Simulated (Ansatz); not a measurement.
P7S2⁺. The state is a singlet with charge 1. Geometry PBE-D4/def2-SVP, basis def2-TZVP, Ansatz.

```
atom   x (Å)   y (Å)   z (Å)
  P1   0.177   0.846  -0.293
  P2  -0.533   1.297  -2.315
  P3   2.316   0.402   0.104
  P4   0.092  -1.691   2.016
  P5  -1.281  -0.231   0.982
  P6  -1.869  -0.301  -2.451
  P7   2.060  -1.169   1.708
  S8   1.235   2.189   0.896
  S9  -2.198  -1.342  -0.646
```

```
run  HOMO (eV)  LUMO (eV)
  A     -10.69      -8.19
  B     -10.12      -8.47
  C     -10.35      -8.51
  D     -11.07      -7.83
  E     -10.83      -7.90
```

B3LYP takes the VWN-RPA correlation. HSE06 is defined as in plane-wave codes, on full-range PBE exchange. Another isomer (singlet) lies 1.28 eV lower at PBE0-D4/def2-TZVP; other spin states weren't run for this one.

Problem. The runs used B3LYP, HSE06, PBE, PBE0, r2SCAN. Estimate which is which.

Solution. A HSE06 (range-separated); B PBE (0 % exact exchange); C r2SCAN (0 % exact exchange); D PBE0 (25 % exact exchange); E B3LYP (20 % exact exchange). Exact exchange lowers occupied and raises empty levels; among semilocal functionals meta-GGAs tend to open the gap a little, and such runs are hard to tell apart. The gap grows from 1.65 eV (PBE) to 3.24 eV (PBE0). The restricted singlet is unstable towards broken spin symmetry in Hartree–Fock (as tested in another run); at HSE06-D4/def2-TZVP, PBE-D4/def2-TZVP, r2SCAN-D4/def2-TZVP, PBE0-D4/def2-TZVP and others this wasn't settled.
